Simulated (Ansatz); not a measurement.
Computed with Ansatz on PBE0-D4/def2-TZVP structures; ΔE is electronic, products minus reactants. CCSD(T)/CBS adds triple-zeta CCSD(T) − MP2 to the extrapolated MP2 energy (def2 sets, frozen cores). This one scheme is used for every species. Functionals use def2-TZVPP. Elements past krypton have def2 core potentials. For Te outer-core shells are correlated without core-valence functions, which leaves a few kJ/mol of doubt a bond.

Reaction (hydrogenolysis of a Te–Si bond): `[SiH3][SiH2][TeH]` + H₂ → H₂Te + `[SiH3][SiH3]`

`[SiH3][SiH2][TeH]`:

Cartesian coordinates in Å:
```
Si 1.515 0.185 0.536
Si -0.485 -0.447 -0.494
Te -2.245 1.113 0.354
H 2.623 -0.697 0.081
H 1.378 0.072 2.012
H 1.839 1.593 0.186
H -0.370 -0.342 -1.973
H -0.831 -1.852 -0.151
H -3.424 0.377 -0.550
```

H₂:

Z-matrix (Å, degrees):
```
H
H 1 0.746
```

H₂Te:

Z-matrix (Å, degrees):
```
Te
H 1 1.656
H 1 1.656 2 90.4
```

`[SiH3][SiH3]`:

Cartesian coordinates in Å:
```
Si -1.128 -0.243 0.188
Si 1.128 0.243 -0.188
H -1.547 -1.412 -0.630
H -1.354 -0.561 1.624
H -1.975 0.924 -0.180
H 1.355 0.558 -1.624
H 1.975 -0.922 0.183
H 1.546 1.414 0.627
```

```
             level  ΔE (kcal/mol)
            r2SCAN           10.1
SCS-MP2/def2-TZVPP            9.4
```

Q: What does CCSD(T)/CBS give? (Best estimate.)

A: The calculation gave: +11.0 kcal/mol. The listed levels differ from it by -0.9, -1.6 kcal/mol.

Q: What do rigid-rotor, harmonic-oscillator terms from PBE0-D4/def2-TZVP frequencies (298.15 K, 1 bar) make of the CCSD(T)/CBS value? (An estimate is asked.)

A: Computed: ΔZPE = +1.3 kcal/mol, ΔH = +11.3 kcal/mol, ΔS = 5 J/(mol·K), ΔG = +11.0 kcal/mol. Modes under 50 cm⁻¹ make the entropy rough.

Largest T1 diagnostic among the species: 0.013.

The D4 term adds +3.1 kcal/mol with B3LYP and +1.7 kcal/mol with PBE0; it sums over pairs of atoms, weighted by their polarisabilities, and B3LYP, whose exchange is more repulsive, gets the larger term. At CCSD(T), def2-SVP lies −5.5 kcal/mol from the extrapolated value and def2-TZVPP −2.5 kcal/mol. Leaving LDA and LC-ωPBE aside and taking each functional with its dispersion term where it has one, the values, not all of them listed here, spread over 4.7 kcal/mol, from B97M-V to revPBE-D4.

B3LYP here is the variant with VWN-RPA as its local correlation; programs differ in this.
